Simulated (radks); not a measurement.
Values are calculated unless marked as measured or tabulated.
Question: Coherent X-ray form factor from a spherical all-electron density. Level of theory: Dirac Kohn-Sham, PBE, spin-unpolarised, spherical densities, finite nucleus; Fermi nuclear charge, rms radius of each element as measured or else 0.836 A^(1/3) + 0.57 fm (a radial shooting solver on a logarithmic mesh with Libxc functionals).

sin(theta)/lambda (1/angstrom),f0 (electrons)
0.05,11.705
0.1,10.962
0.15,10.064
0.2,9.223
0.25,8.501
0.3,7.872
0.4,6.736
0.5,5.667
0.6,4.698
0.8,3.224
1,2.339
1.25,1.765
1.5,1.485
2,1.195

The species is in the configuration that NIST lists as its ground one. Which atom or ion scatters so?

Answer: The aluminium ion Al+, [Ne] 3s2. Extrapolating in s^2 from the first two rows gives f0(0) = 12.0, near the electron count 12; among species with that count, the fall with angle is slower the higher Z, and the table is that of Z = 13; from so few rows the species is fixed only to a neighbour or two.
